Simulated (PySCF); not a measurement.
CH4OZn, SMILES [OH][Zn][CH3].

Coordinates come from a r2SCAN-D4/def2-TZVP optimisation. The geometry has at least one imaginary mode, so it is a saddle point at that level. The isomer is the one that the SMILES or the coordinates give; other isomers of the formula were not compared. The values are those of a single conformer.

Method: IEF-PCM-M06-2X/def2-SVP (PySCF).

The values are the electrostatic part of the solvation free energy, E(continuum) − E(gas) at the gas-phase geometry, in a cavity of scaled van der Waals radii (PySCF's table); cavitation and dispersion terms are not included. A continuum can't describe solvent molecules that bind to the metal. In vacuum the orbital gap is 9.41 eV. The dipole moment in vacuum is 1.87 D.

### Question
Estimate the values in water (ε = 78.36), ethylethanoate (ε = 5.99), acetone (ε = 20.49). (An estimate is asked for; the answer gives what the named calculation found.)

### Answer

| solvent | ε | ΔG(elec) (kcal/mol) | dipole (D) | gap (eV) |
|---|---|---|---|---|
| water | 78.36 | -13.8 | 2.10 | 9.45 |
| ethylethanoate | 5.99 | -10.5 | 2.05 | 9.44 |
| acetone | 20.49 | -13.0 | 2.08 | 9.45 |
